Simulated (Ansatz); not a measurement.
Geometry optimisation, Ansatz 0.2.0, RKS PBE-D4/def2-SVP.

The input (input.yaml):

```yaml
crystal:
  periodic: [false, false, false]
  atoms:
    - { symbol: Si, position_ang: [-1.0939, 0.2172, 1.7717] }
    - { symbol: O, position_ang: [-0.5298, -0.2185, 0.203] }
    - { symbol: C, position_ang: [0.7833, -0.0418, -0.1403] }
    - { symbol: C, position_ang: [1.3453, -0.4015, -1.3229] }
    - { symbol: Te, position_ang: [0.0037, -1.2839, -2.8009] }
    - { symbol: H, position_ang: [-0.4368, -0.4638, 2.814] }
    - { symbol: H, position_ang: [-0.9035, 1.7071, 1.9528] }
    - { symbol: H, position_ang: [-2.5421, -0.0186, 1.8219] }
    - { symbol: H, position_ang: [1.5076, 0.4117, 0.6302] }
    - { symbol: H, position_ang: [2.3186, -0.2694, -1.5386] }
    - { symbol: H, position_ang: [-0.387, 0.3044, -3.3704] }
basis:
  gaussian: { orbitals: def2-SVP }
hamiltonian:
  xc: pbe
  dispersion: d4
relax:
  f_tol: 0.015
  max_steps: 40
output:
  orbitals: {}
```

Run as:

```bash
$ ansatz run input.yaml --threads 2 --pin off --max-ram 3072MiB --backend cpu --events-out ev --progress --plain --runs-dir out
```

Problem. Where does it end, and by what steps?

Solution. The forces met the threshold. The force dipped under the threshold on the way, but the program's further checks kept it going. After 27 steps the energy has fallen by 0.498 eV; H11 moved furthest, 1.60 Å.

```json
{"step": "0", "energy less start (eV)": "0.0000", "largest force component (eV/Å)": "5.296", "accepted": "yes"}
{"step": "1", "energy less start (eV)": "-0.3549", "largest force component (eV/Å)": "1.160", "accepted": "yes"}
{"step": "2", "energy less start (eV)": "-0.4058", "largest force component (eV/Å)": "0.351", "accepted": "yes"}
{"step": "3", "energy less start (eV)": "-0.4241", "largest force component (eV/Å)": "0.180", "accepted": "yes"}
{"step": "4", "energy less start (eV)": "-0.4251", "largest force component (eV/Å)": "0.162", "accepted": "yes"}
{"step": "5", "energy less start (eV)": "-0.4291", "largest force component (eV/Å)": "0.051", "accepted": "yes"}
{"step": "6", "energy less start (eV)": "-0.4301", "largest force component (eV/Å)": "0.019", "accepted": "yes"}
{"step": "7", "energy less start (eV)": "-0.4303", "largest force component (eV/Å)": "0.013", "accepted": "yes"}
{"step": "8", "energy less start (eV)": "-0.4281", "largest force component (eV/Å)": "0.365", "accepted": "no"}
{"step": "9", "energy less start (eV)": "-0.4312", "largest force component (eV/Å)": "0.054", "accepted": "yes"}
{"step": "10", "energy less start (eV)": "-0.4321", "largest force component (eV/Å)": "0.221", "accepted": "yes"}
{"step": "11", "energy less start (eV)": "-0.4335", "largest force component (eV/Å)": "0.282", "accepted": "yes"}
{"step": "12", "energy less start (eV)": "-0.4379", "largest force component (eV/Å)": "0.278", "accepted": "yes"}
{"step": "13", "energy less start (eV)": "-0.4514", "largest force component (eV/Å)": "0.085", "accepted": "yes"}
{"step": "14", "energy less start (eV)": "-0.4620", "largest force component (eV/Å)": "0.208", "accepted": "yes"}
{"step": "15", "energy less start (eV)": "-0.4674", "largest force component (eV/Å)": "0.370", "accepted": "yes"}
{"step": "16", "energy less start (eV)": "-0.4740", "largest force component (eV/Å)": "0.378", "accepted": "yes"}
{"step": "17", "energy less start (eV)": "-0.4853", "largest force component (eV/Å)": "0.116", "accepted": "yes"}
{"step": "18", "energy less start (eV)": "-0.4953", "largest force component (eV/Å)": "0.037", "accepted": "yes"}
{"step": "19", "energy less start (eV)": "-0.4956", "largest force component (eV/Å)": "0.208", "accepted": "yes"}
{"step": "20", "energy less start (eV)": "-0.4966", "largest force component (eV/Å)": "0.091", "accepted": "yes"}
{"step": "21", "energy less start (eV)": "-0.4971", "largest force component (eV/Å)": "0.028", "accepted": "yes"}
{"step": "22", "energy less start (eV)": "-0.4975", "largest force component (eV/Å)": "0.029", "accepted": "yes"}
{"step": "23", "energy less start (eV)": "-0.4978", "largest force component (eV/Å)": "0.078", "accepted": "yes"}
{"step": "24", "energy less start (eV)": "-0.4981", "largest force component (eV/Å)": "0.034", "accepted": "yes"}
{"step": "25", "energy less start (eV)": "-0.4982", "largest force component (eV/Å)": "0.006", "accepted": "yes"}
{"step": "26", "energy less start (eV)": "-0.4983", "largest force component (eV/Å)": "0.006", "accepted": "yes"}
{"step": "27", "energy less start (eV)": "-0.4983", "largest force component (eV/Å)": "0.013", "accepted": "yes"}
```

```xyz
11
Properties=species:S:1:pos:R:3
Si -1.129 0.331 1.602
O -0.426 0.043 0.084
C 0.915 0.027 -0.164
C 1.436 -0.287 -1.367
Te 0.325 -0.821 -3.087
H -0.748 -0.752 2.575
H -0.675 1.661 2.142
H -2.603 0.329 1.352
H 1.582 0.299 0.678
H 2.527 -0.272 -1.502
H -1.139 -0.615 -2.292
```

Run time: 68 s on 2 threads of Intel(R) Xeon(R) Platinum 8488C (Sapphire Rapids), on a shared host, peak memory 0.18 GiB.
